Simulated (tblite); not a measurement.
Compound: C8H11P2 (charge +1).
Structure used (GFN2-xTB), in Å, numbered top down from 1:
```xyz
21
C8H11P2 angstrom
P     -2.9449    1.0769   -1.4093
P     -1.6547    0.6559    0.2753
C     -1.7949   -1.0638    0.8854
C     -0.5033   -1.7702    0.4269
C      0.5678   -0.7391    0.2161
C      1.9233   -1.0014    0.1137
C      2.8107    0.0411   -0.1083
C      2.3616    1.3485   -0.2375
C      1.0113    1.6347   -0.1405
C      0.1325    0.5863    0.0965
H     -2.2380    2.2466   -1.7197
H     -2.1487    0.2813   -2.2473
H     -1.9981    1.5100    1.3117
H     -2.6968   -1.5535    0.5148
H     -1.8478   -1.0349    1.9772
H     -0.1891   -2.5077    1.1657
H     -0.6690   -2.3080   -0.5107
H      2.2843   -2.0136    0.2113
H      3.8665   -0.1676   -0.1802
H      3.0662    2.1464   -0.4104
H      0.6521    2.6492   -0.2310
```

Calculated harmonic vibrations of the isolated species, GFN2-xTB (tblite), most abundant isotopes, no scaling. This tight-binding method is rough: wavenumbers can miss measured ones by several per cent, in bad cases by 10 to 20. Modes of hydrogen on phosphorus can be 10 to 20 % off. One conformer, not necessarily the lowest.

Harmonic wavenumbers (cm⁻¹): 56.0, 71.6, 114.3, 138.8, 169.1, 231.4, 317.7, 384.0, 396.3, 449.3, 467.1, 507.6, 559.8, 643.6, 666.1, 689.4, 710.9, 722.8, 759.6, 784.2, 790.3, 836.4, 863.2, 882.8, 919.8, 937.5, 943.1, 1008.1, 1034.3, 1072.7, 1077.2, 1088.7, 1141.8, 1154.1, 1173.4, 1204.6, 1228.7, 1231.6, 1284.7, 1330.3, 1407.0, 1416.1, 1438.3, 1458.3, 1565.4, 1576.5, 2221.0, 2265.6, 2336.5, 2950.8, 2963.4, 2980.1, 3008.1, 3082.9, 3100.0, 3108.3, 3116.6.

A = 1813, B = 707.8, C = 565.6 MHz; mass 169.034 u (most abundant isotopes); point group C1, symmetry number 1.

Zero-point energy?

½Σν̃ = 35019 cm⁻¹ = 418.92 kJ/mol.

Entropy at 273.15 K, 1 bar (ideal gas, RRHO, classical rotation)?

Translation 171.02, rotation 126.40, vibration 109.38: S = 406.8 J/(mol K).

And Cp and H(273.15 K) − H(0)?

Cp = 162.43 J/(mol K), of which vibrations give 129.17 (their classical limit is 57 R = 473.9); H(273.15 K) − H(0) = 25.51 kJ/mol without the zero-point energy, 16.42 from vibrations.

Blend soft modes into free rotors: weight 1/[1 + (100 cm⁻¹/ν̃)⁴] for the oscillator and the rest for a rotor with moment μB/(μ + B), μ = h/(8π²ν), B = 10⁻⁴⁴ kg m². What vibrational entropy results?

101.80 J/(mol K) in place of 109.38, which changes −T·S at 273.15 K by +2.07 kJ/mol.

Which modes carry the vibrational entropy at 273.15 K?

56.0 cm⁻¹: 18.50; 71.6 cm⁻¹: 16.47; 114.3 cm⁻¹: 12.66; 138.8 cm⁻¹: 11.10; 169.1 cm⁻¹: 9.55; 231.4 cm⁻¹: 7.17 J/(mol K); the other 51 give 33.95 together.

Hindered rotation and anharmonicity are outside this model. Other conformers, if any are populated, would add a mixing term that is left out. The structure is chiral; the term R ln 2 for an equal mix with its mirror image is left out.
